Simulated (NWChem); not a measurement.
GeF₄; SMILES [F][Ge]([F])([F])[F]

Computed with NWChem. Pople sets run with spherical d functions. Geometry: optimised at PBE-D3(BJ)/def2-SVP. Static field.

| level | basis functions | isotropic polarisability (bohr³) | anisotropy (bohr³) |
|---|---|---|---|
| PBE0/6-31G* | 88 | ? | 0.0 |
| PBE0/def2-SVP | 88 | 20.1 | 0.0 |
| PBE0/def2-SVPD | 130 | 27.6 | 0.0 |
| PBE0/def2-TZVP | 172 | 24.5 | 0.0 |
| PBE0/aug-cc-pVDZ | 128 | 27.5 | 0.0 |

**Question.** Some entries are withheld; supply them.

**Answer.** 
- PBE0/6-31G*, isotropic polarisability (bohr³): 21.4
